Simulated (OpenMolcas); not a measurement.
V3+ in a point-charge field

V3+ among 6 point charges of -1 e arranged as a tetragonal octahedron (D4h), 2.03 Å from the ion, with the axial distance 2.111 Å.

* Program: OpenMolcas 26.06
* Method: CASSCF
* Basis: ANO-RCC-VDZP [5s4p2d1f]
* Scalar Hamiltonian: DKH2, point nucleus
* Active space: 2 electrons in 5 orbitals (3d)
* State averaging: 2S+1 = 3 even, 10 roots; 2S+1 = 1 even, 15 roots
* Spin-orbit coupling: RASSI with atomic mean-field integrals over the reference wave functions

The lowest spin-free states (labels of D4, the rotations of D4h), above the lowest:

```tsv
State	Degeneracy	E (cm-1)	Free-ion L (%)
3A2	1	0.0	F (99)
3E	2	195.3	F (100)
3B2	1	2047	F (100)
3E	2	2254	F (100)
3B1	1	4687	F (100)
1B2	1	14240	D (96)
1E	2	14562	D (97)
1B1	1	15086	D (88)
1A1	1	15497	D (90)
3E	2	17841	P (100)
3A2	1	18709	P (99)
1B2	1	21841	G (96)
1E	2	22047	G (98)
1E	2	23094	G (99)
1A1	1	23099	G (96)
1B1	1	23863	G (88)
1A2	1	24116	G (100)
1A1	1	24549	G (93)
1A1	1	53939	S (99)
```

The lowest levels with spin-orbit coupling:

```tsv
E (cm-1)	Degeneracy	Label	2S+1	g
0.0	1	A1	3	
62.9	2	E	3	0.00 0.00 2.58
182.9	1	B1	3	
227.9	1	B2	3	
460.4	2	E	3	0.00 0.00 1.07
488.7	1	A2	3	
642.5	1	A1	3	
2222	2	E	3	0.00 0.00 3.29
2230	1	B1	3	
2336	1	B2	3	
2423	1	B1	3	
2454	2	E	3	0.00 0.00 1.59
2547	1	A2	3	
2572	1	A1	3	
4908	2	E	3	0.00 0.00 4.62
4909	1	B2	3	
14414	1	B2	1	
14735	2	E	1	0.00 0.00 1.77
15247	1	B1	1	
15657	1	A1	1
```

Powder χT (cm3 K/mol): 0.00513 at 2 K, 0.0257 at 10 K, 0.178 at 50 K, 0.346 at 100 K, 0.631 at 200 K, 0.864 at 300 K. The effective moment at 300 K is 2.828 √(χT) = 2.63 μB.

The lowest level has 2S+1 = 3, for which the spin-only value is χT = S(S+1) / 2 = 1.000 cm3 K/mol (g = 2). The computed 0.864 at 300 K differs by -0.136, through orbital momentum, spin-orbit coupling and any other state in reach.

Without dynamic correlation the repulsion within the d shell is too large (B by tens of per cent), so at a given field states of lower spin stand too high. The ground term spreads over less than 5000 cm-1, several times less than with real ligands, so orbital moments are less quenched and χT lies further from the spin-only value than at real sites. Point charges carry no covalency, so the field is a model and not that of real ligands. No measured value stands beside these numbers.

With an even number of electrons the g values are those of a degenerate or nearly degenerate non-Kramers pair.
